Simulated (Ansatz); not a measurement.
Computed with Ansatz on PBE0-D4/def2-TZVP structures; ΔE is electronic, products minus reactants. CBS: MP2 limit from def2 TZ/QZ plus the TZ coupled-cluster correction, frozen cores. This one scheme is used for every species. Functionals use def2-TZVPP. B3LYP here is the variant with VWN-RPA as its local correlation; programs differ in this. Each species was taken in one conformer, which may not be the lowest.

Reaction (ligand exchange at a B–N bond): `BN[SiH2]OC` + `CCN[SiH3]` → `BN([SiH3])CC` + `CO[SiH2]N`

`BN[SiH2]OC`:

```xyz
13

B    -2.460    0.835    0.773
N    -1.252    0.186    1.058
Si    0.265    0.458    0.272
O     0.619   -0.867   -0.626
C     1.884   -1.098   -1.200
H    -3.447    0.548    1.386
H    -2.478    1.674   -0.081
H    -1.272   -0.524    1.778
H     0.125    1.677   -0.559
H     1.348    0.632    1.280
H     2.059   -0.438   -2.057
H     1.918   -2.132   -1.549
H     2.692   -0.950   -0.475
```

`CCN[SiH3]`:

Cartesian coordinates in Å:
```
C 1.917 -0.425 0.062
C 0.678 0.444 0.145
N -0.531 -0.346 0.267
Si -2.061 0.161 -0.320
H 1.856 -1.102 -0.793
H 2.818 0.185 -0.038
H 2.026 -1.032 0.966
H 0.594 1.045 -0.767
H 0.787 1.160 0.973
H -0.511 -0.989 1.044
H -3.006 -0.970 -0.135
H -1.926 0.508 -1.761
H -2.642 1.361 0.357
```

`BN([SiH3])CC`:

Z-matrix (Å, degrees):
```
Si
N 1 1.749
H 1 1.488 2 110.4
H 1 1.488 2 109.2 3 117.7
H 1 1.479 2 109.1 3 -121.2
C 2 1.467 1 116.6 3 -56.6
B 2 1.396 1 122.5 3 124.2
C 6 1.517 2 112.5 1 88.2
H 6 1.097 2 109.3 1 -34.2
H 6 1.092 2 108.2 1 -150.1
H 7 1.200 2 119.1 1 177.7
H 7 1.197 2 119.6 1 -2.1
H 8 1.093 6 110.6 2 -179.1
H 8 1.092 6 111.4 2 -59.0
H 8 1.092 6 110.3 2 61.0
```

`CO[SiH2]N`:

Cartesian coordinates in Å:
```
C -0.322 -0.909 -1.437
O -0.122 -1.158 -0.067
Si 0.562 -0.057 0.946
N -0.272 1.417 1.143
H -1.045 -0.101 -1.597
H 0.616 -0.639 -1.940
H -0.710 -1.818 -1.900
H 1.900 0.325 0.416
H 0.620 -0.778 2.235
H -0.069 2.228 0.586
H -1.158 1.490 1.615
```

```csv
level,ΔE (kJ/mol),difference from CCSD(T)/CBS
PBE-D4,-13.4,0.7
r2SCAN-D4,-11.7,2.4
PBE0-D4,-11.5,2.6
B3LYP-D4,-11.4,2.7
ωB97X-V,-11.1,3.0
ωB97M-V,-12.5,1.6
B2PLYP,-9.2,4.9
PBE,-9.5,4.6
r2SCAN,-10.7,3.4
PBE0,-8.1,6.0
B3LYP,-5.3,8.8
HF/def2-TZVPP,1.5,15.6
MP2/def2-TZVPP,-15.4,-1.3
SCS-MP2/def2-TZVPP,-12.3,1.8
CCSD/def2-TZVPP,-11.1,3.0
CCSD(T)/def2-TZVPP,-13.7,0.4
HF/def2-QZVPP,1.5,15.6
MP2/def2-QZVPP,-15.6,-1.5
SCS-MP2/def2-QZVPP,-12.4,1.7
HF/CBS(def2),1.5,15.6
MP2/CBS(def2),-15.8,-1.7
CCSD/CBS(def2),-11.6,2.5
CCSD(T)/CBS,-14.1,0
```

Largest T1 diagnostic among the species: 0.012.

The D4 term adds −6.1 kJ/mol with B3LYP and −3.4 kJ/mol with PBE0; it sums over pairs of atoms, weighted by their polarisabilities, and B3LYP, whose exchange is more repulsive, gets the larger term. In def2-TZVPP, CCSD(T) changes the Hartree–Fock value by −15.1 kJ/mol (the triples alone add −2.5 kJ/mol) and MP2 by −16.8 kJ/mol.
